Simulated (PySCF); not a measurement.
Match the calculated data to a structure.

All candidates are C3H4F4O.

| technique | computed result |
| --- | --- |
| 1H NMR | chemical shifts (computed TMS as zero) by class: 5.87 (1 H), 3.98 (3 H) ppm [GIAO PBE0/pcSseg-1] |
| 13C NMR | chemical shifts (computed TMS as zero) by class: 126.1 (1 C), 116.0 (1 C), 52.6 (1 C) ppm [GIAO PBE0/pcSseg-1] |
| NMR, other nuclei | isotropic shieldings of nuclei other than C and H, by class: 250 (1 O), 288 (2 F), 328 (2 F) ppm [GIAO PBE0/pcSseg-1] |
| Rotational structure | rotational constants A, B, C: 3.335, 1.597, 1.364 GHz [GFN2-xTB] |
| Dipole | 2.87 D [PBE0/pcSseg-1] |

Gas-phase values; electronic properties from PySCF, density fitting. Levels stand in brackets. Isolated species at its GFN2-xTB geometry (one conformer only). NMR values are class means; diastereotopic atoms form classes of their own.

Question: Which candidate is it?
A. `CO[C@@H](F)C(F)(F)F`
B. `COC(F)(F)C(F)F`
C. `OC[C@@H](F)C(F)(F)F`

Answer: B. It is `COC(F)(F)C(F)F`. Numbering: `[CH3:1][O:2][C:3]([F:4])([F:5])[CH:6]([F:7])[F:8]`. Its formula, C3H4F4O, gives 0 degrees of unsaturation, so no ring and no π bond. 3 carbons fall into 3 classes; from least to most shielded: CF2 carbon [C3] (126.1 ppm), CHF2 carbon [C6] (116.0 ppm), methoxy carbon [C1] (52.6 ppm). Hydrogen classes from least to most shielded: 1 H on a CHF2 carbon, C6 (5.87 ppm), 3 H on a methoxy carbon, C1 (3.98 ppm). The other shieldings belong to: 250 ppm, ether oxygen [O2]; 288 ppm, fluorine of a CF2 group [F4/F5]; 328 ppm, fluorine of a CF2 group [F7/F8]. The optimised geometry has point group C1 and is an asymmetric top.

The others, at the same levels:
- `CO[C@@H](F)C(F)(F)F` fails: its computed 13C shifts are 128.4 (1 C), 111.4 (1 C), 59.3 (1 C) ppm, 1H shifts are 5.38 (1 H), 3.88 (3 H) ppm and smallest rotational constant is 1.302 GHz (against 1.364 GHz).
- `OC[C@@H](F)C(F)(F)F` fails: its computed 13C shifts are 131.7 (1 C), 95.2 (1 C), 66.5 (1 C) ppm, 1H shifts are 4.76 (1 H), 4.51 (1 H), 4.26 (1 H), 1.27 (1 H) ppm and rotational constant A is 2.849 GHz (against 3.335 GHz).

Each candidate is one conformer, not necessarily the lowest. Dipoles, sizes and rotational constants follow the conformer. The torsions of the flexible species, by atom-mapped SMILES:
- `[CH3:1][O:2][C:3]([F:4])([F:5])[CH:6]([F:7])[F:8]`: C1–O2–C3–F4 55°, O2–C3–C6–F7 -59°
- `[CH3:1][O:2][C@@H:3]([F:4])[C:5]([F:6])([F:7])[F:8]`: C1–O2–C3–F4 69°, O2–C3–C5–F6 62°
- `[OH:1][CH2:2][C@@H:3]([F:4])[C:5]([F:6])([F:7])[F:8]`: O1–C2–C3–F4 -66°, C2–C3–C5–F6 53°, H–O1–C2–C3 58°
